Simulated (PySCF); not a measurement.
**How the method changes the constants of ReN**

State: ³Σ⁻ (triplet), unpaired electrons δ ↑↑. Set-up: Re def2-TZVPP with ECP60, N def2-TZVPP; scalar-relativistic core potentials (PySCF 2.14). De refers to Re (5d5 6s2) + N in their high-spin ground configurations, without counterpoise correction. The functionals are run spin-unrestricted. A positive dipole means Re(−)N(+). Levels whose curve was spin-contaminated or gave no clean fit are not listed.

```tsv
Level	Re (Å)	ωe (cm⁻¹)	De (eV)	μ (D)
ROHF	1.584	1338	n/a	-2.65
ROHF-MP2	1.678	1015	n/a	n/a
ROHF-SCS-MP2	1.669	1045	n/a	n/a
ROHF-CCSD	1.627	1192	4.21	n/a
ROHF-CCSD(T)	1.645	1133	4.98	n/a
PBE	1.638	1163	6.28	-1.97
revPBE	1.641	1153	5.90	-1.96
TPSS	1.640	1154	5.74	-2.11
r²SCAN	1.631	1167	5.05	-1.94
M06-L	1.626	1160	5.07	-1.78
PBE0	1.619	1203	5.05	-2.16
ωB97X-V	1.612	1242	5.20	-2.39
```

**Question.** Which functional lies closest to ROHF-CCSD(T) in De, which farthest, and by how much do they differ from it?

**Answer.** Closest is r²SCAN (-1.4 pm in Re, +3.0 % in ωe, +0.07 eV in De against ROHF-CCSD(T) in the same basis), farthest PBE (-0.7 pm in Re, +2.6 % in ωe, +1.30 eV in De). CCSD(T) converges more slowly with the basis than the functionals do and binds too weakly in this one, so the order can change at the basis-set limit.

**Question.** What does a quarter of exact exchange do here, going from PBE to PBE0?

**Answer.** PBE0 less PBE: -1.9 pm in Re, +3.4 % in ωe, -1.23 eV in De. Exact exchange removes part of the self-interaction that spreads semilocal densities, and in most molecules shortens and stiffens the bond and lowers De; so it does here.

**Question.** What does the step from GGA to meta-GGA do here, going from PBE to r²SCAN?

**Answer.** r²SCAN less PBE: -0.7 pm in Re, +0.3 % in ωe, -1.23 eV in De. 

Correlated steps freeze 1 core orbital. The metal atom is held in its measured ground configuration; semilocal functionals can put another filling of s and d lower by some tenths of an eV, and De to that atom would be smaller. Spin–orbit coupling is left out, which matters for elements this heavy, above all for dissociation energies. UHF is strongly spin-contaminated for ReN, so the ROHF reference used there is far from stable. With d or f electrons several states lie close, and the lowest PBE0 determinant need not be the measured ground state.
